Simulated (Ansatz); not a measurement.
Basis sets compared for the cluster Ba₂S₂⁺ (the lowest doublet isomer of a short search). Total charge 1; doublet. Geometry PBE-D4/def2-SVP. Ansatz on 4 threads of Intel Xeon on a shared host; times are rough, and most runs start from earlier orbitals.

```xyz
4

Ba    0.849   -2.142   -0.368
Ba   -0.853    2.137    0.391
S    -1.449   -0.502   -0.417
S     1.453    0.508    0.395
```

In the def2 sets Ba takes a core potential; there is no spin–orbit coupling. The structure comes from a short search, and lower isomers may exist.

| level | functions | energy (Eh) | HOMO (eV) | LUMO (eV) | wall time |
| --- | --- | --- | --- | --- | --- |
| PBE-D4/def2-SVP | 96 | -846.7622 | -8.07 | -7.27 | 4.2 s |
| PBE0-D4/def2-SVP | 96 | -846.7843 | -9.00 | -6.35 | 4.5 s |

(1) Estimate the rows for PBE-D4/def2-TZVP, PBE0-D4/def2-TZVP.

Answers

(1) 
```tsv
level	functions	energy (Eh)	HOMO (eV)	LUMO (eV)	wall time
PBE-D4/def2-TZVP	154	-847.0849	-8.04	-7.18	4.5 s
PBE0-D4/def2-TZVP	154	-847.1045	-8.99	-6.27	6.5 s
```
